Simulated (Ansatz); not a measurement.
Relaxation of C2H9ClOSi2 (15 atoms, charge 0, multiplicity 1), to a largest force component of 0.015 eV/Å in at most 40 steps.

The calculation used Ansatz 0.2.0, RKS PBE-D4/def2-SVP.

```xyz
15
Properties=species:S:1:pos:R:3
C -0.072 -1.802 1.186
Si 1.140 -0.515 0.653
C 0.413 1.144 0.209
Si -0.343 0.991 -1.393
O -1.848 0.142 -1.334
Cl -1.010 2.860 -2.002
H 0.386 -2.674 1.531
H -0.747 -2.014 0.343
H -0.737 -1.356 2.032
H 2.078 -0.315 1.815
H 1.962 -1.047 -0.435
H -0.213 1.502 1.024
H 1.207 1.902 0.135
H 0.408 0.437 -2.448
H -1.967 -0.459 -0.583
```

Where does it end, and by what steps?

The run converged. After 15 steps the energy has fallen by 0.706 eV; H15 moved furthest, 0.62 Å.

```json
{"step": "0", "energy less start (eV)": "0.0000", "largest force component (eV/Å)": "3.964", "accepted": "yes"}
{"step": "1", "energy less start (eV)": "-0.4722", "largest force component (eV/Å)": "1.564", "accepted": "yes"}
{"step": "2", "energy less start (eV)": "-0.5760", "largest force component (eV/Å)": "1.037", "accepted": "yes"}
{"step": "3", "energy less start (eV)": "-0.5824", "largest force component (eV/Å)": "1.352", "accepted": "yes"}
{"step": "4", "energy less start (eV)": "-0.6552", "largest force component (eV/Å)": "0.599", "accepted": "yes"}
{"step": "5", "energy less start (eV)": "-0.6784", "largest force component (eV/Å)": "0.237", "accepted": "yes"}
{"step": "6", "energy less start (eV)": "-0.6968", "largest force component (eV/Å)": "0.110", "accepted": "yes"}
{"step": "7", "energy less start (eV)": "-0.6996", "largest force component (eV/Å)": "0.075", "accepted": "yes"}
{"step": "8", "energy less start (eV)": "-0.6926", "largest force component (eV/Å)": "0.728", "accepted": "no"}
{"step": "9", "energy less start (eV)": "-0.7027", "largest force component (eV/Å)": "0.081", "accepted": "yes"}
{"step": "10", "energy less start (eV)": "-0.7037", "largest force component (eV/Å)": "0.040", "accepted": "yes"}
{"step": "11", "energy less start (eV)": "-0.7045", "largest force component (eV/Å)": "0.156", "accepted": "yes"}
{"step": "12", "energy less start (eV)": "-0.7052", "largest force component (eV/Å)": "0.075", "accepted": "yes"}
{"step": "13", "energy less start (eV)": "-0.7058", "largest force component (eV/Å)": "0.019", "accepted": "yes"}
{"step": "14", "energy less start (eV)": "-0.7062", "largest force component (eV/Å)": "0.024", "accepted": "yes"}
{"step": "15", "energy less start (eV)": "-0.7064", "largest force component (eV/Å)": "0.015", "accepted": "yes"}
```

```xyz
15
Properties=species:S:1:pos:R:3
C -0.098 -1.782 1.230
Si 1.262 -0.556 0.768
C 0.514 1.089 0.172
Si -0.443 0.982 -1.433
O -1.646 -0.190 -1.404
Cl -1.301 2.856 -1.811
H 0.328 -2.763 1.523
H -0.772 -1.933 0.363
H -0.701 -1.403 2.082
H 2.159 -0.289 1.952
H 2.119 -1.126 -0.335
H -0.145 1.501 0.968
H 1.331 1.830 0.028
H 0.424 0.611 -2.592
H -2.376 -0.030 -0.779
```

Run time: 66 s on 2 threads of Arm Neoverse V2, on a shared host, peak memory 0.2 GiB.
